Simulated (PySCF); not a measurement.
Species: C3H7AlO.
Atom-mapped SMILES: `[CH2:1]=[C:2]([CH3:3])[O:4][AlH2:5]` (hydrogens: H6, H7 on C1; H8, H9, H10 on C3; H11, H12 on Al5)

Method: PySCF, PBE0-D3(BJ)/def2-SVP geometry optimisation, gas phase; density fitting, grid level 1; the optimiser is geomeTRIC in internal coordinates, started from a GFN2-xTB structure with every atom displaced at random (about 0.01 Å).

Step 10: E = -11854.3572 eV
```
atom  x, y, z in Å  |  force x, y, z in eV/Å
C1     -1.3070   -1.3946   -0.5459   -0.043  -0.016   0.011
C2     -0.5194   -0.3324   -0.3315   -0.031   0.122   0.096
C3     -1.0177    1.0227    0.0656   -0.008   0.017  -0.144
O4      0.8113   -0.4195   -0.4701    0.249  -0.051  -0.119
Al5     2.4304    0.0757   -0.6607   -0.174  -0.037   0.045
H6     -0.8715   -2.3483   -0.8418    0.027  -0.075  -0.015
H7     -2.3901   -1.3288   -0.4290    0.051   0.047   0.003
H8     -0.7208    1.7652   -0.6954    0.019   0.018   0.059
H9     -2.1100    1.0445    0.1520   -0.058  -0.015   0.036
H10    -0.5787    1.3410    1.0244    0.033  -0.008   0.007
H11     3.4464   -1.0183   -1.1675   -0.003  -0.061  -0.005
H12     2.8666    1.5585   -0.3250   -0.064   0.057   0.026
```

Step 11: E = -11854.3121 eV
```
atom  x, y, z in Å  |  force x, y, z in eV/Å
C1     -1.4160   -1.4081   -0.5089   -0.140   0.028  -0.034
C2     -0.4917   -0.4595   -0.3183   -0.331  -0.008   0.288
C3     -0.8034    0.9631    0.0296    0.001   0.029  -0.296
O4      0.8157   -0.7593   -0.4147    0.406   0.324  -0.211
Al5     2.2562    0.1632   -0.6459    0.152  -0.191   0.064
H6     -1.0979   -2.4167   -0.7568    0.026  -0.207  -0.026
H7     -2.4860   -1.2019   -0.4324    0.104   0.074   0.014
H8     -0.2744    1.6332   -0.6728   -0.028   0.076   0.125
H9     -1.8722    1.1779   -0.0599   -0.148  -0.020   0.060
H10    -0.4775    1.2196    1.0500    0.087  -0.011   0.008
H11     3.4775   -0.6364   -1.2263    0.046  -0.154  -0.032
H12     2.4094    1.6904   -0.2687   -0.175   0.061   0.040
```

Step 12: E = -11854.3595 eV
```
atom  x, y, z in Å  |  force x, y, z in eV/Å
C1     -1.3697   -1.4046   -0.5276   -0.074  -0.001  -0.016
C2     -0.5098   -0.3987   -0.3250   -0.129   0.103   0.188
C3     -0.9137    0.9940    0.0481    0.011   0.028  -0.206
O4      0.8133   -0.5958   -0.4421    0.307   0.080  -0.176
Al5     2.3559    0.1213   -0.6549   -0.069  -0.093   0.063
H6     -0.9939   -2.3887   -0.7992    0.029  -0.138  -0.022
H7     -2.4482   -1.2643   -0.4324    0.074   0.058   0.011
H8     -0.4993    1.7075   -0.6864    0.007   0.036   0.084
H9     -2.0020    1.1144    0.0517   -0.093  -0.020   0.048
H10    -0.5241    1.2747    1.0396    0.057  -0.009   0.007
H11     3.4880   -0.8298   -1.1948    0.005  -0.112  -0.010
H12     2.6431    1.6358   -0.3021   -0.123   0.069   0.030
```

Step 13: E = -11854.3704 eV
```
atom  x, y, z in Å  |  force x, y, z in eV/Å
C1     -1.3557   -1.4031   -0.5289   -0.031  -0.006  -0.031
C2     -0.5165   -0.3754   -0.3482    0.007   0.101   0.109
C3     -0.9464    1.0021    0.0516    0.025   0.032  -0.122
O4      0.8085   -0.5331   -0.5115    0.213   0.010  -0.086
Al5     2.3885    0.1058   -0.6594   -0.149  -0.043   0.026
H6     -0.9684   -2.3795   -0.8169    0.020  -0.085  -0.015
H7     -2.4324   -1.2829   -0.4000    0.041   0.036   0.013
H8     -0.5631    1.7416   -0.6727   -0.001   0.011   0.045
H9     -2.0379    1.0938    0.0865   -0.057  -0.020   0.034
H10    -0.5394    1.2722    1.0399    0.037  -0.005  -0.001
H11     3.5056   -0.8979   -1.1392   -0.022  -0.079   0.001
H12     2.6966    1.6220   -0.3262   -0.083   0.046   0.027
```

Problem. Estimate the geometry and energy of step 14. (The exact step hangs on the optimiser's Hessian estimate; all steps are aligned on step 13, rigid shifts and turns removed.)

Solution. E = -11854.3789 eV, largest force 0.085 eV/Å
```
atom  x, y, z in Å  |  force x, y, z in eV/Å
C1     -1.3612   -1.4034   -0.5292   -0.007   0.002  -0.041
C2     -0.5124   -0.3800   -0.3675    0.030   0.049   0.063
C3     -0.9278    0.9977    0.0452    0.020   0.025  -0.026
O4      0.8088   -0.5484   -0.5565    0.058  -0.017  -0.032
Al5     2.3789    0.1140   -0.6575   -0.054  -0.019   0.003
H6     -0.9882   -2.3862   -0.8192    0.002  -0.035  -0.008
H7     -2.4329   -1.2673   -0.3817    0.012   0.005   0.014
H8     -0.5465    1.7472   -0.6686   -0.011   0.001   0.001
H9     -2.0190    1.0939    0.1013   -0.018  -0.008   0.015
H10    -0.5044    1.2504    1.0320    0.018   0.005  -0.006
H11     3.5115   -0.8959   -1.0910   -0.009  -0.021   0.007
H12     2.6327    1.6437   -0.3324   -0.042   0.014   0.012
```

The energy changes by -0.0085 eV. The first-order estimate −F·Δx gives -0.0116 eV and the mean of the old and new forces, exact on a quadratic surface, -0.0084 eV. The step makes an angle of 75° with the force vector and moves no atom by more than 0.068 Å.

The cost below is that of the whole optimisation. The run took 86 s of wall time on one thread, Arm Neoverse V1 (aarch64) (shared host), and the process peaked at 0.45 GiB of memory.
